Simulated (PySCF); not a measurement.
Job file and geometry (Å, from GFN2-xTB) of an NMR shielding run on SMILES C#C[Si@@H](O)CC[SiH3], C₄H₁₀OSi₂, GIAO PBE0/pcSseg-1 NMR shielding, non-relativistic, gas phase (PySCF); density fitting, a coarse starting grid and PySCF grid level 2 are the driver's defaults:

```
$ OMP_NUM_THREADS=1 python probes_run.py task.json out

{"job": {"kind": "nmr", "xc": "PBE0", "basis": "pcSseg-1"}, "charge": 0, "multiplicity": 1}
C     -2.595195     2.165693     0.285638
C     -2.219707     1.028735     0.391592
Si    -1.598236    -0.712536     0.581304
O     -2.395960    -1.736252    -0.405495
C      0.213668    -0.814607     0.029432
C      1.082862     0.275308     0.656586
Si     2.894890     0.180103     0.092721
H     -2.926405     3.160266     0.188485
H     -1.793181    -1.086142     1.988351
H     -3.344525    -1.821137    -0.382835
H      0.619531    -1.793533     0.290948
H      0.272271    -0.741326    -1.058006
H      0.665238     1.251955     0.402192
H      1.027059     0.198177     1.744704
H      3.484891    -1.085532     0.539137
H      2.954630     0.246234    -1.369830
H      3.651171     1.296623     0.664628
```

Problem. Write the output of this run.

Solution. 
```
coarse grid: 14880 points
cycle   1  E = -811.8845633988  dE =  5.555e-01  |g| = 8.035e-01  |ddm| = 3.715e+00
cycle   2  E = -811.7636390776  dE =  1.209e-01  |g| = 1.131e+00  |ddm| = 1.615e+00
cycle   3  E = -812.0094210010  dE = -2.458e-01  |g| = 1.288e-01  |ddm| = 1.078e+00
cycle   4  E = -812.0125588330  dE = -3.138e-03  |g| = 5.062e-02  |ddm| = 1.374e-01
cycle   5  E = -812.0129938654  dE = -4.350e-04  |g| = 3.032e-02  |ddm| = 5.164e-02
cycle   6  E = -812.0132172393  dE = -2.234e-04  |g| = 5.252e-03  |ddm| = 2.272e-02
cycle   7  E = -812.0132236093  dE = -6.370e-06  |g| = 1.568e-03  |ddm| = 5.514e-03
final grid: 133616 points
cycle   8  E = -812.0650739229  dE = -2.260e-05  |g| = 9.423e-03  |ddm| = 2.531e-02
cycle   9  E = -812.0650541987  dE =  1.972e-05  |g| = 1.339e-02  |ddm| = 1.855e-02
cycle  10  E = -812.0650940421  dE = -3.984e-05  |g| = 1.241e-03  |ddm| = 1.100e-02
cycle  11  E = -812.0650943241  dE = -2.820e-07  |g| = 4.900e-04  |ddm| = 1.083e-03
cycle  12  E = -812.0650943787  dE = -5.452e-08  |g| = 1.735e-04  |ddm| = 4.241e-04
cycle  13  E = -812.0650943856  dE = -6.907e-09  |g| = 3.725e-05  |ddm| = 1.481e-04
cycle  14  E = -812.0650943858  dE = -2.801e-10  |g| = 8.577e-06  |ddm| = 3.637e-05
converged SCF energy = -812.0650943858

GIAO shielding tensors (ppm)
atom      isotropic    diamagn.    paramagn.     s11        s22        s33       span
  0 C       84.784     260.523    -175.740     -0.783      7.921    247.213    247.996
  1 C       96.081     262.219    -166.138     -2.502      1.459    289.287    291.789
  2 Si     379.768     878.807    -499.039    330.116    372.156    437.033    106.917
  3 O      304.173     384.522     -80.349    282.990    301.261    328.268     45.278
  4 C      172.674     255.369     -82.695    159.491    169.743    188.788     29.297
  5 C      185.107     252.736     -67.628    175.137    187.832    192.352     17.215
  6 Si     415.258     879.466    -464.209    382.472    392.213    471.088     88.616
  7 H       29.770      33.268      -3.498     24.534     25.054     39.723     15.189
  8 H       26.598      28.240      -1.642     23.919     24.460     31.415      7.495
  9 H       30.319      28.351       1.969     21.858     24.566     44.533     22.675
 10 H       30.692      32.377      -1.685     25.522     30.417     36.136     10.614
 11 H       30.794      33.978      -3.184     25.886     30.467     36.029     10.143
 12 H       30.738      33.847      -3.109     24.427     30.740     37.047     12.619
 13 H       31.232      32.006      -0.773     26.026     30.196     37.475     11.448
 14 H       27.901      28.687      -0.787     24.551     26.119     33.032      8.480
 15 H       27.922      29.054      -1.133     24.604     26.386     32.775      8.172
 16 H       27.670      28.477      -0.807     24.069     25.364     33.575      9.506
```

Problem. Turn these shieldings into chemical shifts. References, each an isolated molecule treated in the same way: TMS for $^{13}$C (186.93 ppm), $^{29}$Si (349.16 ppm), $^{1}$H (31.72 ppm); H2O for $^{17}$O (336.08 ppm).

Solution. Averaging equivalent atoms: C 0: 102.1; C 1: 90.8; C 4: 14.3; C 5: 1.8; Si 2: -30.6; Si 6: -66.1; O 3: 31.9; H 8: 5.12; H 14/15/16: 3.89; H 7: 1.95; H 9: 1.40; H 10: 1.03; H 12: 0.98; H 11: 0.92; H 13: 0.48 ppm. Experimental scales use liquid or dissolved standards, which lie at an offset from isolated H2O (liquid H2O: subtract about 36 ppm).

Size and cost of the density-fitted run: 183 basis functions, 63 s wall time on 1 thread of an Arm Neoverse N1, shared host; peak memory 0.82 GiB.
